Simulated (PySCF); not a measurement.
Selenium: a sound run and one with changed settings

Sound run: Se⁺ [Ar] 3d10 4s2 4p3, Se²⁺ [Ar] 3d10 4s2 4p2. Calculation: PySCF 2.14, in x2c-TZVPall (6s5p4d1f, 48 functions); the spin-free X2C one-electron Hamiltonian (Gaussian nucleus). In the sound run the correlated levels freeze [Ar] 3d10. The sound run starts from symmetry-adapted Hartree-Fock orbitals and uses a fine grid where one is needed.

Changed run: the non-relativistic Hamiltonian (point nucleus). This setting is unsound on purpose.

```csv
species,method,sound run (hartree),changed run (hartree),converged
Se⁺,UHF,-2427.75245,-2385.90198,yes
Se⁺,BP86,-2429.76760,-2387.95018,yes
Se⁺,B3LYP,-2429.48921,-2387.66703,yes
Se⁺,MP2,-2427.82770,-2385.97825,yes
Se⁺,CCSD(T),-2427.84464,-2385.99591,yes
Se²⁺,UHF,-2426.98624,-2385.13470,yes
Se²⁺,BP86,-2428.98137,-2387.16240,yes
Se²⁺,B3LYP,-2428.70639,-2386.88275,yes
Se²⁺,MP2,-2427.04301,-2385.19239,yes
Se²⁺,CCSD(T),-2427.06016,-2385.21056,yes
```

Ionisation energy of Se⁺:

```
 method  sound run (eV)  changed run (eV)
    UHF          20.850            20.879
   BP86          21.394            21.437
  B3LYP          21.301            21.341
    MP2          21.352            21.384
SCS-MP2          21.203            21.235
   CCSD          21.318            21.341
CCSD(T)          21.347            21.371
```

Most of the change in total energy is the relativistic energy itself. On top of that the contraction fixes the core shape for the Hamiltonian it was made with, so the changed run is not a good calculation with the other Hamiltonian either.

For comparison, NIST gives 21.196 ± 0.01 eV between the lowest levels.
